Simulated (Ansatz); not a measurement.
Reactions of CH7AlO2Si (`C[O][Al]([OH])[SiH3]`).

Computed with Ansatz on PBE0-D4/def2-TZVP structures; ΔE is electronic, products minus reactants. CCSD(T)/CBS adds triple-zeta CCSD(T) − MP2 to the extrapolated MP2 energy (def2 sets, frozen cores). This one scheme is used for every species. Functionals use def2-TZVPP. Open shells (•) are unrestricted, without spin–orbit coupling. One conformer a species, not always the lowest.

```json
{"reaction": "`C[O][Al]([OH])[SiH3]` + H₂O → `[OH][Al]([OH])[SiH3]` + CH₃OH", "HF/CBS(def2) (kJ/mol)": "-4", "RPA@PBE/def2-TZVPP (kJ/mol)": "0", "ωB97X-V (kJ/mol)": "-2"}
{"reaction": "`C[O][Al]([OH])[SiH3]` + H₂O → `C[O][Al]([OH])[OH]` + SiH₄", "HF/CBS(def2) (kJ/mol)": "-147", "RPA@PBE/def2-TZVPP (kJ/mol)": "-125", "ωB97X-V (kJ/mol)": "-123"}
{"reaction": "`C[O][Al]([OH])[SiH3]` + HCl → `[OH][Al]([SiH3])[Cl]` + CH₃OH", "HF/CBS(def2) (kJ/mol)": "-38", "RPA@PBE/def2-TZVPP (kJ/mol)": "-26", "ωB97X-V (kJ/mol)": "-34"}
{"reaction": "`C[O][Al]([OH])[SiH3]` → `C[O][Al][OH]`• + `[SiH3]`•", "HF/CBS(def2) (kJ/mol)": "220", "RPA@PBE/def2-TZVPP (kJ/mol)": "289", "ωB97X-V (kJ/mol)": "322"}
```

Problem. Give the CCSD(T)/CBS values in the same order. (Estimate.)

Solution. Computed: 0, -123, -34, 316 kJ/mol.

Largest T1 diagnostic: 0.016, for `C[O][Al][OH]`•.
